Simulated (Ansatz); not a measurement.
Job for Ansatz (an electronic-structure program): U-B2PLYP/def2-TZVPP on InC, 2S+1 = 4, a spin state set in the input, which need not be the lowest, a point of a bond scan (R = 2.209 Å). Elements past Kr take the def2 small-core potentials; no spin–orbit coupling.

Ansatz 0.2 input:
```yaml
crystal:
  periodic: [false, false, false]
  atoms:
    - {symbol: C, position_ang: [0.00000000, 0.00000000, 0.00000000]}
    - {symbol: In, position_ang: [0.00000000, 0.00000000, 2.20928500]}
basis:
  gaussian:
    orbitals: def2-TZVPP
    pivot_positions_ang: [[0.00000000, 0.00000000, 0.00000000], [0.00000000, 0.00000000, 2.20928500]]
hamiltonian:
  xc: {name: B2PLYP}
magnetization: {spin_polarized: true, initial_magnetization: 3}
correlation: {electrons: valence}
output: {orbitals: {seedname: ./end}}
```

The head of its log:

```
WARN ansatz: RAYON_NUM_THREADS=2 ignored (pool sized by the plan → 2); use --threads N
Functional definition: B2PLYP
integrals: 0.04 GiB planned
742 factors; integrals over basis functions are off by at most 4.8e-4 eV
mean field: 0.30 GiB planned
mean field evaluation 1: about -6193.9719 eV, gradient 1.8e1 eV
mean field evaluation 2: about -6194.0110 eV, gradient 1.8e1 eV
mean field evaluation 4: about -6196.3867 eV, gradient 1.5e0 eV
mean field evaluation 8: about -6196.4602 eV, gradient 1.4e-1 eV
mean field evaluation 16: about -6196.4611 eV, gradient 3.0e-4 eV
mean field -6196.46108487 eV, -227.7157447567 hartree, gradient 7.1e-6 eV, S^2 3.758803; 0 other end points of the search recorded, 0 dependent functions left out
5 core orbitals not correlated
reference -6196.46120784 eV, -227.7157492757 hartree; 10, 7 occupied and 66, 69 virtual orbitals, 742 factors
```

Q: Predict the final total energy.

A: -227.8304 hartree.
